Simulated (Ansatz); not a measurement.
`FC1(F)B[Te]1`. Charge 0, multiplicity 1. Te: def2 effective core potential.

Z-matrix (Å, degrees):
```
C
F 1 1.329
B 1 1.527 2 123.5
F 1 1.329 2 108.2 3 155.9
Te 1 2.269 2 115.4 3 -73.2
H 3 1.183 1 142.7 2 76.2
```

Question: What are the harmonic wavenumbers in cm⁻¹ at PBE0-D4/def2-TZVP (Ansatz, finite differences of forces, unscaled)? (Best estimate.)

Answer: Ansatz gave: 202, 206, 328, 491, 567, 624, 646, 794, 852, 1179, 1356, 2738.

Question: Is this a minimum?

Answer: Yes, all 12 modes are real.

Question: Give the ideal-gas thermochemistry at 298.15 K and 1 bar (rigid rotor, harmonic oscillator; point group Cs, symmetry number 1).

Answer: Zero-point energy 59.7 kJ/mol; H(298) − E = 75.8 kJ/mol; entropy 321.7 J/(mol·K), of which translation 174.3, rotation 114.5, vibration 33.0; G(298) − E = -20.1 kJ/mol.

Question: And at 400, 500, 600, 800 and 1000 K?

Answer: 
```tsv
T (K)	H − E (kJ/mol)	S (J/mol/K)	G − E (kJ/mol)
400	84.6	347.0	-54.2
500	94.3	368.6	-90.0
600	104.6	387.4	-127.8
800	126.8	419.3	-208.6
1000	150.2	445.4	-295.2
```
